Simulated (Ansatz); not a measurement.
A nudged elastic band was laid between two geometries of BF2H + FH (6 atoms, charge 0, multiplicity 1).

Theory: RKS revPBE/def2-SVP in Ansatz.

```json
{
 "movable images": "7",
 "climbing image": "yes",
 "spring": "5.0 eV/Å²",
 "optimiser": "quadratic models (default)",
 "start path": "through a guess of the saddle point",
 "force threshold": "0.05 eV/Å",
 "iteration limit": "60",
 "end points": "relaxed"
}
```

Initial state:

```xyz
6
Properties=species:S:1:pos:R:3
B -0.004 0.333 -0.041
H -0.006 0.701 1.116
F 1.139 0.233 -0.718
F -1.149 0.176 -0.704
F 0.061 -2.012 0.830
H 0.064 -1.834 1.748
```

Final state:

```xyz
6
Properties=species:S:1:pos:R:3
B 0.014 -0.484 -0.661
H 0.014 0.149 2.483
F 1.147 0.184 -0.844
F -1.154 0.129 -0.825
F 0.048 -1.769 -0.321
H 0.037 -0.611 2.398
```

**Question.** What changes between the two ends?

**Answer.** Bonds broken: B1–H2, F5–H6. Bonds formed: B1–F5, H2–H6. BF2H + FH becomes BF3 + H2.

**Question.** Give the energies along the band, and the barrier.

**Answer.** It converged. The highest image is number 3 of 0 to 8, 0.60 eV above the first end and 1.87 eV above the last; the last end lies 1.27 eV below the first. A vibrational analysis at the climbing image gives one clearly imaginary mode, 1016i cm⁻¹: a first-order saddle point. The orbitals stay closed-shell, which can raise the energy where a bond breaks towards radicals; this wasn't checked here.

| image | path coordinate (Å) | energy (eV) | B1–H2 (Å) | F5–H6 (Å) | B1–F5 (Å) |
| --- | --- | --- | --- | --- | --- |
| 0 | 0.00 | 0.00 | 1.21 | 0.94 | 2.50 |
| 1 | 0.46 | 0.03 | 1.22 | 0.94 | 2.33 |
| 2 | 0.93 | 0.18 | 1.24 | 0.96 | 2.02 |
| 3 | 1.39 | 0.60 | 1.35 | 1.16 | 1.65 |
| 4 | 1.83 | -0.30 | 1.62 | 1.58 | 1.42 |
| 5 | 2.28 | -1.01 | 2.02 | 2.03 | 1.34 |
| 6 | 2.72 | -1.21 | 2.42 | 2.44 | 1.33 |
| 7 | 3.16 | -1.26 | 2.81 | 2.80 | 1.33 |
| 8 | 3.61 | -1.27 | 3.21 | 2.96 | 1.33 |

**Question.** What is the geometry of the highest image?

**Answer.** 
```xyz
6
Properties=species:S:1:pos:R:3:forces:R:3
B 0.010 -0.170 0.053 0.00 0.00 0.00
H 0.009 0.193 1.358 0.00 0.00 0.00
F 1.164 0.133 -0.556 0.00 0.00 0.00
F -1.163 0.079 -0.543 0.00 0.00 0.00
F 0.050 -1.739 0.562 0.00 0.00 0.00
H 0.035 -0.898 1.357 0.00 0.00 0.00
```

**Question.** What are the harmonic wavenumbers there?

**Answer.** 1016i, 314, 387, 533, 718, 954, 1067, 1131, 1356, 1410, 1912, 2158 cm⁻¹.

The run took 110 s on 1 thread of Arm Neoverse V2, on a shared host, peak memory 0.11 GiB.
